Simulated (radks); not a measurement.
Results of a calculation; reference values are marked as such.
Species: Rh6+. Configuration: [Kr] 4d1 5s2 (not the ground configuration). Code: a radial shooting solver on a logarithmic mesh with Libxc functionals. Model: Dirac Kohn-Sham, PBE, spin-unpolarised, spherical densities, finite nucleus; open shells fill j = l - 1/2 first; Fermi nuclear charge, rms radius 4.4945 fm. Some entries of the table are withheld. Estimate them.

orbital,occ.,eigenvalue (eV),<r> (bohr)
1s1/2,2,-23135.02,0.03263
2s1/2,2,(1),(2)
2p1/2,2,-3201.596,0.1203
2p3/2,4,-3057.012,0.1252
3s1/2,2,-705.5342,0.3899
3p1/2,2,-608.7718,(3)
3p3/2,4,-583.7952,(4)
3d3/2,4,-412.8101,0.3670
3d5/2,6,-407.8677,0.3705
4s1/2,2,-183.2179,0.9379
4p1/2,2,-152.1520,(5)
4p3/2,4,-147.5737,(6)
4d3/2,1,-98.0853,1.161
4d5/2,0,-97.3850,1.169
5s1/2,2,-69.8062,2.002

Answer. 
(1) 2s1/2 eigenvalue (eV): -3449.069
(2) 2s1/2 <r> (bohr): 0.1416
(3) 3p1/2 <r> (bohr): 0.3824
(4) 3p3/2 <r> (bohr): 0.3930
(5) 4p1/2 <r> (bohr): 0.9896
(6) 4p3/2 <r> (bohr): 1.012
